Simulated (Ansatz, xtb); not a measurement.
# BrH2MgNSi: which of two structures lies lower

Structure a: `[SiH2]=[N][Mg][Br]`, a singlet. Structure b: a singlet given by its coordinates. Both are isolated molecules in the gas phase, relaxed with PBE0-D3(BJ)/def2-SVP.

a (Å):

```xyz
6

Br    2.0111   -0.4004   -4.4704
Mg    1.1201    0.4519   -2.4669
N     0.4131    1.1285   -0.8768
Si   -0.1904    1.7003    0.4752
H    -1.2247    1.0186    1.3149
H     0.1878    3.0038    1.1054
```

b (Å):

| atom | x (Å) | y (Å) | z (Å) |
| --- | --- | --- | --- |
| Br | 2.1351 | 0.6244 | -0.1825 |
| Mg | -0.1807 | 0.6934 | 1.1062 |
| N | 1.0701 | 0.5937 | 2.6748 |
| Si | 2.6850 | 0.5327 | 2.2347 |
| H | 0.8603 | 0.5758 | 3.6728 |
| H | -1.7774 | 0.7815 | 0.5315 |

Close contacts (Å): Br1–Mg2 2.65, Br1–Si4 2.48, Mg2–N3 2.01, N3–Si4 1.67, Mg2–H6 1.70, N3–H5 1.02.

Q: Which of the two would you expect CCSD(T)/def2-TZVP electronic energies to favour?

A: Structure b; the calculation gives E(b) − E(a) = −6.5 kcal/mol.

The same difference at several levels:

```json
{"level": "PBE0-D3(BJ)/def2-SVP", "geometry": "PBE0-D3(BJ)/def2-SVP", "E(b) − E(a) (kcal/mol)": "−12.4", "departure from the last row (kcal/mol)": "−6.0", "job, with rough time for the two": "optimisation, 2.8 min"}
{"level": "HF/def2-TZVP", "geometry": "PBE0-D3(BJ)/def2-SVP", "E(b) − E(a) (kcal/mol)": "−3.8", "departure from the last row (kcal/mol)": "+2.7", "job, with rough time for the two": "part of the CCSD(T) run"}
{"level": "MP2/def2-TZVP", "geometry": "PBE0-D3(BJ)/def2-SVP", "E(b) − E(a) (kcal/mol)": "−3.5", "departure from the last row (kcal/mol)": "+3.0", "job, with rough time for the two": "part of the CCSD(T) run"}
{"level": "CCSD(T)/def2-TZVP", "geometry": "PBE0-D3(BJ)/def2-SVP", "E(b) − E(a) (kcal/mol)": "−6.5", "departure from the last row (kcal/mol)": "", "job, with rough time for the two": "single point, 3 min"}
```

None of the levels shown reverses the order. The largest departure from CCSD(T)/def2-TZVP is that of PBE0-D3(BJ)/def2-SVP, 6.0 kcal/mol. Levels run at GFN2-xTB geometries aren't shown.

With harmonic frequencies from PBE0-D3(BJ)/def2-SVP (ideal gas, rigid rotor, one conformer each, 298.15 K, 1 atm): on the last row, ΔE + ΔZPE = −5.8 kcal/mol. A mode under 50 cm⁻¹ makes harmonic enthalpies and free energies unreliable, so none is given.

The correlated steps freeze 16 core orbitals; the filled d shell of Br is correlated; the last core shell of Mg is correlated, in a basis made for valence electrons. Programs: Ansatz 0.2.0; the last row on 2 threads of Intel(R) Xeon(R) Processor @ 2.50GHz (Skylake/Cascade Lake) on a shared host.
